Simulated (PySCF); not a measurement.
Two species compared at the same levels of theory.

First species: C5H12Si.
SMILES: `C[C@H]1C[Si@@H](C)C1`

Second species: C5H12Si.
Bonds: C1–C2, C2–C3, C2–Si4, Si4–C5, C5–C6, Si4–C6. Hydrogens: H7, H8, H9 on C1; H10 on C2; H11, H12, H13 on C3; H14 on Si4; H15, H16 on C5; H17, H18 on C6.

Levels: CAM-B3LYP/def2-SVPD for dipole moment, HOMO energy, LUMO energy, HOMO–LUMO gap, static isotropic polarisability and electronic spatial extent ⟨r²⟩ about the centre of nuclear charge; TDDFT CAM-B3LYP/def2-SVPD for lowest singlet excitation; TDA CAM-B3LYP/def2-SVPD for lowest triplet excitation (Tamm–Dancoff); ΔSCF CAM-B3LYP/def2-SVPD for vertical ionisation energy; PBE0-D3(BJ)/def2-SVP for rotational constant A and rotational constant C. Geometries: PBE0-D3(BJ)/def2-SVP. All species are isolated and taken at one optimised geometry, non-relativistic unless stated; the electronic structure was computed with PySCF and density fitting.

Dipoles, sizes and rotational constants follow the conformer. The torsions of the flexible species, by atom-mapped SMILES:
- `[CH3:1][CH:2]([CH3:3])[SiH:4]1[CH2:5][CH2:6]1`: C1–C2–Si4–C5 88°

| property | column X | column Y |
| --- | --- | --- |
| dipole moment | 0.90 D | 0.50 D |
| HOMO energy | -7.92 eV | -8.93 eV |
| LUMO energy | 1.36 eV | 1.33 eV |
| HOMO–LUMO gap | 9.28 eV | 10.26 eV |
| lowest singlet excitation | 6.48 eV | 7.50 eV |
| lowest triplet excitation (Tamm–Dancoff) | 5.41 eV | 7.17 eV |
| static isotropic polarisability | 88.0 au | 85.9 au |
| vertical ionisation energy | 8.67 eV | 9.58 eV |
| electronic spatial extent ⟨r²⟩ about the centre of nuclear charge | 917 bohr² | 903 bohr² |
| rotational constant A | 5.084 GHz | 6.392 GHz |
| rotational constant C | 1.482 GHz | 1.538 GHz |

**Question.** Which column belongs to which species?

**Answer.** Column X is the second species and column Y the first. The first has 18 atoms and 56 electrons, the second 18 and 56.

**Question.** How does each property change from the first species to the second?

**Answer.** dipole moment +0.40 D; HOMO energy +1.01 eV; LUMO energy +0.03 eV; HOMO–LUMO gap -0.98 eV; lowest singlet excitation -1.02 eV; lowest triplet excitation (Tamm–Dancoff) -1.76 eV; static isotropic polarisability +2.1 au; vertical ionisation energy -0.91 eV; electronic spatial extent ⟨r²⟩ about the centre of nuclear charge +14 bohr²; rotational constant A -1.308 GHz; rotational constant C -0.056 GHz.

On the first: The polarisability is 12.72 Å³ as a volume (1 au = 0.148185 Å³), or 1.53 au for each of the 56 electrons. A dipole of 0.50 D is allowed in Cs, and pure rotational transitions are dipole-allowed.

On the second: No computed singlet falls in the visible range (750 to 380 nm, 1.65 to 3.26 eV); S1 lies 3.22 eV above its blue end. The principal polarisabilities are 77.4, 82.2 and 104.3 au; their mean is the isotropic value.
